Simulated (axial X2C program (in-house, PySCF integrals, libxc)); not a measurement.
## Low determinants of MoAs at the PBE0 level, with spin–orbit coupling

All values were computed with an in-house all-electron X2C program for linear molecules (integrals from PySCF). Two-component (2c) means X2C with spin–orbit coupling and atomic mean-field two-electron Coulomb and Gaunt terms. Basis: Mo dyall-v3z [11s12p9d3f2g], As dyall-v3z [9s9p6d1f] (cores contracted in-house); Gaussian nuclei, density fitting, unrestricted open shells. Masses: Mo 97.905 u, As 74.922 u.

Search at 2.289 Å (vertical energies from the lowest determinant):

```
ΔE (eV)    state  electrons beyond evenly filled partner blocks  electrons in ±ω = 1/2, 3/2, 5/2, 7/2
   0.00  Ω = 3/2                     ω = 1/2, ω = -3/2, ω = 5/2                             49 21 5 0
   1.37  Ω = 1/2                    ω = -1/2, ω = -3/2, ω = 5/2                             49 21 5 0
   1.40  Ω = 5/2                                        ω = 5/2                             50 20 5 0
   1.53  Ω = 9/2                      ω = 1/2, ω = 3/2, ω = 5/2                             49 21 5 0
   1.67  Ω = 5/2                                        ω = 5/2                             48 22 5 0
```

Lowest determinant, Ω = 3/2 (⟨Sz⟩ = 1.50, ⟨Lz⟩ = 0.00 at PBE0): Re = 2.280 Å, ωe = 276.6 cm⁻¹.

The determinant in row 2 of the search, Ω = 1/2 (⟨Sz⟩ = 0.50, ⟨Lz⟩ = 0.00 at PBE0), was followed along the bond at PBE0; measured from the minimum of the lowest determinant it gives:

Te = 1.333 eV (10748 cm⁻¹), Re = 2.216 Å, ωe = 323.6 cm⁻¹.

(1) Compare the bond of the determinant in row 2 with that of the lowest one.

The search compares states at one distance, so a state with another bond length can lie lower; it is not exhaustive and yields mostly the lowest determinant of each block pattern, so other components and higher states of one pattern are missing. These are energies of single determinants, not of spin-adapted states; PBE0 term energies can be off by some tenths of an eV, and the functional has no current term.

Answers

(1) At PBE0 its Re is 0.064 Å shorter and its force constant, which goes as ωe², is 1.37 times that of the lowest determinant. This determinant mixes spin states, so it has no term energy of its own.
